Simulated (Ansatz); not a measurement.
```yaml
atoms:
  - { symbol: H, position_ang: [0.0000, 0.0000, -0.3500] }
  - { symbol: H, position_ang: [0.0000, 0.0000, 0.3500] }
```

Basis set: cc-pVTZ (spherical functions). All electrons are correlated. Charge 0, multiplicity 1.

Computed with Ansatz (development build ahead of 0.2.0); each method stands on the lowest determinant of its kind that the runs found. Restricted open shells among the atoms or ions are ROHF, correlated in semicanonical orbitals with singles.

The atomization energy at this shape (free ground-state atoms in the same class of orbitals less the molecule, no zero-point energy) of singlet H₂:

```
 method  atomization energy
RHF-MP2     102.91 kcal/mol
```

Q: What does RHF give?

A: 83.12 kcal/mol.
